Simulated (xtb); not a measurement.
C3H10Si3, SMILES C=C1[SiH2][SiH2][C@H]1[SiH3]. All values are semi-empirical tight-binding results from xtb (GFN2-xTB unless named), good for trends rather than for accurate numbers. Geometry: GFN2-xTB. The structure was generated by enumeration; whether it is a known compound was not checked.

Optimised geometry:

```xyz
16

C     -0.7899     1.5208     1.6426
C     -0.6187     0.6218     0.6866
Si    -1.7541     0.1168    -0.7571
Si    -0.1608    -1.5730    -0.7121
C      0.5458    -0.3451     0.6017
Si     2.1411     0.5649     0.1086
H     -0.0800     1.6522     2.4479
H     -1.6516     2.1684     1.6646
H     -3.1516    -0.0856    -0.3540
H     -1.7713     1.0940    -1.8540
H      0.7531    -1.8426    -1.8285
H     -0.4799    -2.8801    -0.1193
H      0.7327    -0.8059     1.5761
H      2.4935     1.5691     1.1152
H      1.9355     1.2330    -1.1797
H      3.2311    -0.4078    -0.0037
```

```
Quantity                                               Value
---------------------------------------------  -------------
orbital gap                                          3.51 eV
dipole moment                                         1.00 D
zero-point energy                              65.1 kcal/mol
G − E(el) at 298.15 K (modified RRHO)          43.7 kcal/mol
static polarisability (D4 model)                 117.4 bohr³
solvation energy, GFN2-xTB/ALPB(water)          0.1 kcal/mol
solvation energy, GFN2-xTB/ALPB(acetonitrile)  -3.0 kcal/mol
```

### Question
Give the atomic charges and the Wiberg bond orders between heavy atoms. (Estimate from the structure and the level; the computed values follow.)

### Answer
charges (e) C1 -0.10, C2 -0.12, Si3 0.36, Si4 0.37, C5 -0.23, Si6 0.45, H7 0.02, H8 0.01, H9 -0.10, H10 -0.10, H11 -0.11, H12 -0.11, H13 0.00, H14 -0.11, H15 -0.12, H16 -0.12. Bond orders C1–C2 1.94, C2–Si3 0.90, Si3–Si4 0.85, C2–C5 1.04, Si4–C5 0.88, C5–Si6 0.89.
